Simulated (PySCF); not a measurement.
## Gas-phase XPS of `C[S][GeH2][Cl]`, computed

CH₅ClGeS.
Atom-mapped SMILES: `[CH3:1][S:2][GeH2:3][Cl:4]`

Cartesian coordinates in Å at the PBE0-D3(BJ)/def2-SVP level; atoms count from 1:
```xyz
9
CH5ClGeS angstrom
C     -1.4470   -0.3244   -0.3287
S     -0.1292   -0.9343   -1.4290
Ge     1.5727   -0.8392   -0.0369
Cl     1.1457   -2.0535    1.7130
H     -1.5129   -0.9422    0.5773
H     -2.3866   -0.4115   -0.8905
H     -1.2916    0.7291   -0.0563
H      1.7898    0.5787    0.5134
H      2.7926   -1.4299   -0.7509
```

Theory: delta-SCF UKS SCAN, pcX-2 on the ionised atom, pcseg-1 elsewhere, spin-free X2C (PySCF 2.14.0). These are vertical core ionisation energies against the vacuum level, from separate self-consistent calculations with and without the core hole.

Problem. Give the core binding energies atom by atom.

Solution. 
```json
{"atom(s)": "Cl4", "environment": "chlorine bonded to Ge", "level": "Cl 2p3/2", "binding energy (eV)": "205.48", "2p1/2 (eV)": "207.13", "count": "1"}
{"atom(s)": "C1", "environment": "S-methyl carbon", "level": "C 1s", "binding energy (eV)": "291.61", "2p1/2 (eV)": "–", "count": "1"}
{"atom(s)": "S2", "environment": "sulfur bonded to C and Ge", "level": "S 1s", "binding energy (eV)": "2476.98", "2p1/2 (eV)": "–", "count": "1"}
{"atom(s)": "Cl4", "environment": "chlorine bonded to Ge", "level": "Cl 1s", "binding energy (eV)": "2828.06", "2p1/2 (eV)": "–", "count": "1"}
```

Problem. Express the binding energy of Cl 2p3/2 of Cl4 in atomic units and per mole.

Solution. 205.48 eV = 7.5513 Eh = 19826 kJ/mol.

Problem. Which photon energy gives electrons from Cl 2p3/2 of Cl4 a kinetic energy of 20 eV, and what is their de Broglie wavelength?

Solution. hν = 205.48 + 20 = 225.48 eV, recoil neglected; λ = 12.264 Å/√(E/eV) = 2.74 Å.

Not every level is listed. Spin–orbit coupling isn't in the SCF: each 2p doublet comes from a relaxed spin-free hole plus a matrix of the shell (mean-field spin–orbit coupling and the ground-state 2p splitting), with 2p3/2 averaged over its two sublevels. 2p1/2 minus 2p3/2 (ligand field included): Cl 1.65 eV. No level of germanium is listed. Geometry: PBE0-D3(BJ)/def2-SVP, one conformer, isolated molecule.
